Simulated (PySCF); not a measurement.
Radial density of Sc(8+) (scandium, charge +8)

PBEsol, [Ne] 3s2 3p1, 2P determinant. Computed with PySCF 2.14 in an uncontracted even-tempered set (19 s from 0.25 bohr⁻², ratio 2.5; 12 p from 0.33 bohr⁻², ratio 2.5; 5 d from 2.3 bohr⁻², ratio 2.7; 5 f from 3.5 bohr⁻², ratio 2.7), with scalar relativity by spin-free X2C-1e.

| r (bohr) | 4πr²ρ (e/bohr) | 4πr²(ρα − ρβ) |
| --- | --- | --- |
| 0.00113 | 0.1235 | 0.0000 |
| 0.00190 | 0.3226 | 0.0000 |
| 0.00320 | 0.8250 | 0.0000 |
| 0.00538 | 2.041 | -0.0001 |
| 0.00905 | 4.768 | -0.0001 |
| 0.0152 | 10.09 | 0.0003 |
| 0.0256 | 18.04 | 0.0036 |
| 0.0430 | 24.43 | 0.0223 |
| 0.0724 | 22.18 | 0.0990 |
| 0.122 | 17.75 | 0.2838 |
| 0.205 | 24.60 | 0.3679 |
| 0.345 | 19.61 | 0.0199 |
| 0.580 | 5.477 | 0.5587 |
| 0.975 | 3.836 | 1.2077 |
| 1.64 | 0.4928 | 0.1869 |
| 2.76 | 0.0008602 | 0.0004 |

Densities and radii are taken from the X2C orbitals without a picture-change correction, which distorts them close to the nucleus.
